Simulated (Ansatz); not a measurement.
# Four-centre ligand exchange

Start structure (BNH5Br, singlet), relaxed at PBE0-D4/def2-TZVP:

```
8
angstrom
B -0.6206 -0.4109 -0.3013
Br -1.0172 0.9256 -1.7722
H -1.5238 -0.4623 0.4892
H -0.2567 -1.4602 -0.7592
H 1.4198 0.3601 -0.1831
N 0.6453 0.2384 0.4644
H 0.9514 -0.3481 1.2369
H 0.4018 1.1572 0.8253
```

The step: BH₂Br ([BH2][Br]) + NH₃ → BNH₄ ([BH2][NH2]) + HBr; bonds formed: Br2–H5; dative contacts that become bonds: B1–N6; bonds broken: B1–Br2, H5–N6. Computed with Ansatz 0.2.0 (basis: def2-TZVPP and def2-QZVPP); correlated methods freeze the cores. Filled d shells of the heavier atoms are correlated. The def2 sets are not built for correlating such inner shells, so the correlated values are less sure here. Extrapolation: Hartree–Fock as exp(−7.88 √X), correlation as X^−2.97. Energies below are by CCSD(T) at an estimated basis limit (MP2 extrapolated from triple and quadruple zeta, plus CCSD(T) − MP2 in triple zeta).

**Question.** What are the electronic barrier and the energy of the step, from the start structure to the end structure? (To be estimated.)

**Answer.** By the calculation: Barrier 131.0 kJ/mol; step energy 66.8 kJ/mol (uphill); reverse barrier, their difference, 64.2 kJ/mol. Barrier and step energy count from the start structure, the reverse barrier from the end structure.

The saddle point: One imaginary mode of 1008i cm⁻¹.
| pair | start (Å) | saddle (Å) | end (Å) |
| --- | --- | --- | --- |
| B1–N6 | 1.62 | 1.48 | 1.39 |
| Br2–H5 | 2.96 | 1.68 | 1.44 |
| B1–Br2 | 2.03 | 2.77 | 4.10 |
| H5–N6 | 1.02 | 1.32 | 2.17 |

Zero-point energy (harmonic, PBE0-D4): ZPE is 166.7 kJ/mol at the start and 145.2 kJ/mol at the saddle, so the barrier goes from 131.0 to 109.5 kJ/mol.

First-order rate constant out of the start structure at 898 K by transition-state theory, with harmonic vibrational free energies alone and no tunnelling: ΔA‡ = 109.2 kJ/mol, so k = (kB T/h) exp(−ΔA‡/kB T) ≈ 10^7 s⁻¹ (an order of magnitude at best: rotation, the number of equivalent paths and anharmonicity are left out).

T1 diagnostic: at most 0.010.

The step is the kind of exchange with an N–H group that builds nitride films in atomic layer and chemical vapour deposition.

Labels in which every atom is bracketed show which atoms are joined, not bond orders.

For scale, one of the runs: CCSD(T)/def2-TZVPP, 180 basis functions, launched by `ansatz run in.yaml --threads 4 --pin off --events-out ev --progress --plain --max-ram 9574MiB`. Hardware: 4 CPU threads of an AMD EPYC, shared host. Wall time 68 s; peak host memory 1.8 GiB.
